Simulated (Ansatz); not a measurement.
Start from `O[SiH](O)O[Si](O)(F)F` and change one atom or group to get `CO[Si](O)(F)F`.

Ansatz, PBE0-D4/def2-TZVP geometries, multiplicity 1. Each molecule was computed in one conformer, which needn't be the lowest.

```
                                          property  `O[SiH](O)O[Si](O)(F)F`
              HOMO–LUMO gap (PBE0/def2-TZVPP) / eV                     9.44
  size of the dipole moment (B3LYP/def2-TZVPP) / D                     2.78
    size of the dipole moment (PBE/def2-TZVPP) / D                     2.71
                HOMO energy (PBE0/def2-TZVPP) / eV                    -9.36
size of the dipole moment (ωB97M-V/def2-TZVPP) / D                     2.82
             LUMO energy (ωB97M-V/def2-TZVPP) / eV                     1.56
```

Task: Give the same properties after the change, and the shifts. (Estimate.)

Result: Ansatz gave: 
| property | `CO[Si](O)(F)F` | shift |
| --- | --- | --- |
| HOMO–LUMO gap (PBE0/def2-TZVPP) / eV | 9.64 | 0.20 |
| size of the dipole moment (B3LYP/def2-TZVPP) / D | 2.61 | -0.17 |
| size of the dipole moment (PBE/def2-TZVPP) / D | 2.50 | -0.21 |
| HOMO energy (PBE0/def2-TZVPP) / eV | -9.08 | 0.28 |
| size of the dipole moment (ωB97M-V/def2-TZVPP) / D | 2.61 | -0.21 |
| LUMO energy (ωB97M-V/def2-TZVPP) / eV | 2.10 | 0.54 |

With PBE0 the HOMO rises by 0.28 eV and the LUMO rises by 0.48 eV, so the gap widens by about 0.20 eV. PBE moves the HOMO by 0.30 eV and ωB97M-V by 0.25 eV. Dipoles are sizes alone; their direction can turn.

B3LYP here is the variant with VWN-RPA as its local correlation; programs differ in this.
